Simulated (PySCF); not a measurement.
SCF from a fresh guess for doublet AuH₂, at the PBE0 minimum. PySCF input:

```python
from pyscf import gto, scf, dft
mol = gto.M(atom='''
Au    -0.000600    -0.007131     0.000000
H      0.058611     0.696808     1.444784
H      0.058611     0.696808    -1.444784''',
    basis={'Au': 'def2-TZVP', 'H': 'def2-TZVP'},
    ecp={'Au': 'def2-TZVP'},
    charge=0, spin=1)
mf = dft.UKS(mol, xc='PBE0')
mf.grids.atom_grid = (50, 194)
aux = {'Au': 'def2-universal-JKFIT', 'H': 'def2-universal-JKFIT'}
mf = mf.density_fit(auxbasis=aux)
mf.conv_tol = 1e-08
mf.diis_space = 10
mf.max_cycle = 60
mf.init_guess = 'minao'
mf.verbose = 4
mf.kernel()
```

Excerpt of the output (cycles alone):

```
init E= -122.101842845146
cycle= 1 E= -136.124309122841  delta_E=  -14  |g|= 1.39  |ddm|= 5.54
cycle= 2 E= -127.476630416264  delta_E= 8.65  |g|= 3.78  |ddm|= 5.06
cycle= 3 E= -136.810058489082  delta_E= -9.33  |g|= 0.288  |ddm|= 4.51
cycle= 4 E= -136.857708637651  delta_E= -0.0477  |g|= 0.0826  |ddm|= 0.567
cycle= 5 E= -136.860161445319  delta_E= -0.00245  |g|= 0.0377  |ddm|= 0.0784
cycle= 6 E= -136.860676802044  delta_E= -0.000515  |g|= 0.0097  |ddm|= 0.0288
cycle= 7 E= -136.860755417335  delta_E= -7.86e-05  |g|= 0.00181  |ddm|= 0.0163
cycle= 8 E= -136.860761140301  delta_E= -5.72e-06  |g|= 0.000317  |ddm|= 0.0062
cycle= 9 E= -136.860761361878  delta_E= -2.22e-07  |g|= 8.51e-05  |ddm|= 0.00131
cycle= 10 E= -136.860761370918  delta_E= -9.04e-09  |g|= 1.17e-05  |ddm|= 0.000322
Extra cycle  E= -136.860761371087  delta_E= -1.69e-10  |g|= 1.19e-05  |ddm|= 3.97e-05
converged SCF energy = -136.860761371087  <S^2> = 0.75573232  2S+1 = 2.0057241
```

No lower solution of this spin was found from smeared starts or by a stability analysis within the unrestricted form.

Other spin states or occupations of the open shell can lie lower. Spin–orbit coupling, left out here, can matter for elements this heavy.

The search for the lowest solution, 3 starts and the stability check together, took 2.6 s on 2 threads of a shared AMD EPYC 9R45 96-Core (Zen 5) host, with 52 basis functions; the process peaked at 0.28 GiB.
